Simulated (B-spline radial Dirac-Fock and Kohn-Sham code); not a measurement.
**Dipole and non-dipole photoemission parameters of Pd²⁺ 3p1/2**

System: palladium as Pd²⁺, [Kr] 4d8; threshold 583.0 eV (orbital energy of the model). Level of theory: Dirac-Hartree-Slater photoionisation with a Latter tail; cross sections with all multipoles, angular parameters from the dipole term and its interference with E2; a radial B-spline solver.

For linearly polarised light dσ/dΩ = σ/(4π) [1 + β P₂(cos θ) + (δ + γ cos²θ) sin θ cos φ], with θ from the polarisation vector and φ the angle between the beam and the projection of the electron momentum on the plane normal to the polarisation.

```csv
hν (eV),σ (kb),β,γ,δ
711,140,0.988,0.282,0.086
800,126,1.222,0.290,0.045
962,102,1.424,0.164,0.016
1000,96.7,1.452,0.135,0.012
1253.6,69.4,1.556,0.012,0.003
1350,61.6,1.575,-0.009,0.002
1486.9,52.3,1.593,-0.022,0.001
1500,51.5,1.595,-0.022,0.001
1510,50.9,1.596,-0.023,0.001
2984.4,13.0,1.571,0.255,0.009
5414.7,3.13,1.436,0.785,0.033
7360,1.40,1.341,1.102,0.056
8950,?,?,?,?
9890,0.615,1.236,1.412,0.088
```

Question: Give the values at 8950 eV.

Answer: σ = 0.815 kb, β = 1.273, γ = 1.308, δ = 0.076.

Values without a named source are computed, but for edge energies of neutral atoms, which are taken from tables.
